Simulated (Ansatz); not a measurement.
Program: Ansatz. Geometries: PBE0-D4/def2-TZVP. ΔE: electronic, gas phase. CCSD(T)/CBS is the MP2 limit (def2-TZVPP, def2-QZVPP) plus CCSD(T) − MP2 in def2-TZVPP, frozen cores. This one scheme is used for every species. Functionals use def2-TZVPP. B3LYP here is the variant with VWN-RPA as its local correlation; programs differ in this. HSE06 is defined as in plane-wave codes. Elements past krypton have def2 core potentials. For Sn outer-core shells are correlated without core-valence functions, which leaves a few kJ/mol of doubt a bond.

`B[SiH](Cl)[SnH3]` + H₂ → `B[SiH2]Cl` + `[SnH4]`  (hydrogenolysis of the Si–Sn bond)

`B[SiH](Cl)[SnH3]`:

Z-matrix (Å, degrees):
```
Sn
Si 1 2.853
B 1 2.483 2 40.4
H 1 1.709 2 101.5 3 116.0
H 1 1.702 2 132.1 3 -12.8
H 1 1.710 2 95.2 3 -133.7
Cl 2 2.041 1 107.9 3 121.7
H 2 1.483 1 99.5 3 -127.2
H 3 1.199 1 95.8 2 114.4
H 3 1.193 1 101.1 2 -120.3
```

H₂:

Z-matrix (Å, degrees):
```
H
H 1 0.746
```

`B[SiH2]Cl`:

Z-matrix (Å, degrees):
```
Si
Cl 1 2.064
B 1 2.003 2 113.7
H 1 1.488 2 107.4 3 122.1
H 1 1.488 2 107.4 3 -121.7
H 3 1.193 1 123.6 2 -0.9
H 3 1.197 1 118.0 2 179.3
```

`[SnH4]`:

```xyz
5

Sn    0.000    0.000    0.000
H    -0.523   -0.371   -1.578
H     0.789    1.510   -0.004
H     1.079   -1.203    0.538
H    -1.345    0.064    1.044
```

```
             level  ΔE (kcal/mol)  difference from CCSD(T)/CBS
         r2SCAN-D4            7.3                          2.5
            B97M-V            2.4                         -2.4
        r2SCAN0-D4            4.5                         -0.3
      CAM-B3LYP-D4           -1.3                         -6.1
           ωB97M-V            2.9                         -1.9
            B2PLYP            1.0                         -3.8
            r2SCAN            6.7                          1.9
              PBE0            4.7                         -0.1
             B3LYP           -0.7                         -5.5
             HSE06            4.9                          0.1
         CAM-B3LYP           -3.5                         -8.3
           LC-ωPBE           -1.0                         -5.8
SCS-MP2/def2-TZVPP            0.9                         -3.9
SCS-MP2/def2-QZVPP            2.1                         -2.7
      HF/CBS(def2)          -19.8                        -24.6
    CCSD/CBS(def2)            0.8                         -4.0
       CCSD(T)/CBS            4.8                            0
```

(1) What do rigid-rotor, harmonic-oscillator terms from PBE0-D4/def2-TZVP frequencies (298.15 K, 1 bar) make of the CCSD(T)/CBS value? (Best estimate.)

Largest T1 diagnostic among the species: 0.013.

Results:

(1) The calculation gave: ΔZPE = +1.5 kcal/mol, ΔH = +5.1 kcal/mol, ΔS = 14 J/(mol·K), ΔG = +4.2 kcal/mol. Modes under 50 cm⁻¹ make the entropy rough.

In def2-TZVPP, CCSD(T) changes the Hartree–Fock value by +22.1 kcal/mol (the triples alone add +4.1 kcal/mol) and MP2 by +26.2 kcal/mol. At CCSD(T), def2-SVP lies −5.3 kcal/mol from the extrapolated value and def2-TZVPP −2.5 kcal/mol.
